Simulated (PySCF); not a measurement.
Gas-phase equilibrium of 1 mol NaCl, 13 mol H2O at 1600 K and 0.100 bar, among 21 species (ClO, O2, HCl, O, HO2, H2O, H, HOCl, Na, H2O2, O3, Na2, H2, Na2(OH)2, NaCl, NaOH, Cl, Cl2, Na2O, Na2Cl2, OH). Only gases are allowed; each row takes one source of thermochemistry for all species, and Cantera finds the minimum.

Computed with PySCF and rigid-rotor harmonic-oscillator thermochemistry at 1 bar. The comparison is the NASA 1993 polynomial table, which mixes measured and estimated data. After a fit of one offset per element over all species, the range-separated, M06-2X, PBE0/def2-QZVP and CCSD(T)/def2-TZVPP enthalpies, where run, lie to one side of the table for NaOH (+16 kJ/mol): a fault of the table's entry, another state or a shared error of the levels is possible; this was not checked at source. S°(298 K) at PBE0/def2-TZVP differs from the NASA 1993 table for NaOH (+8 J/mol/K); whether the harmonic model or the table's entry is off was not settled. † marks an energy on the PBE0/def2-TZVP geometry and frequencies. The species in the table below are closed-shell singlets. The harmonic model lacks anharmonicity and excited electronic states, which grow with temperature; levels with a mode under 35 cm⁻¹ are left out. Soft modes under 120 cm⁻¹ make the harmonic entropy rough for Na2Cl2. The table's entry may be an old estimate for NaOH, Na2Cl2 (not checked at source).

Molecules larger than those listed are left out. Table species left out: NaH, NaO.

With table thermochemistry: H2O 0.93, NaCl 0.068, H2 0.00091, HCl 0.0022, Na2Cl2 0.00042, NaOH 0.0020.

### Question
How far does the composition move with the other sources (PBE/def2-TZVP†, PBE0/def2-SVP†, r2SCAN/def2-TZVP†, LDA/def2-TZVP†)?

### Answer
```json
[
 {"thermochemistry": "table", "x H2O": "0.93", "x NaCl": "0.068", "x H2": "0.00091", "x HCl": "0.0022", "x Na2Cl2": "0.00042", "x NaOH": "0.0020"},
 {"thermochemistry": "PBE/def2-TZVP†", "x H2O": "0.92", "x NaCl": "0.066", "x H2": "0.0051", "x HCl": "0.0042", "x Na2Cl2": "0.00036", "x NaOH": "0.0024"},
 {"thermochemistry": "PBE0/def2-SVP†", "x H2O": "0.92", "x NaCl": "0.062", "x H2": "0.0053", "x HCl": "0.0029", "x Na2Cl2": "0.0034", "x NaOH": "0.00091"},
 {"thermochemistry": "r2SCAN/def2-TZVP†", "x H2O": "0.92", "x NaCl": "0.067", "x H2": "0.0053", "x HCl": "0.0029", "x Na2Cl2": "0.00069", "x NaOH": "0.0022"},
 {"thermochemistry": "LDA/def2-TZVP†", "x H2O": "0.92", "x NaCl": "0.065", "x H2": "0.00090", "x HCl": "0.0040", "x Na2Cl2": "0.0011", "x NaOH": "0.0031"}
]
```
The most sensitive of these is Na2Cl2: it spans a factor of 10^1.0 over these rows; at this temperature one factor of ten is RT ln 10 = 31 kJ/mol.
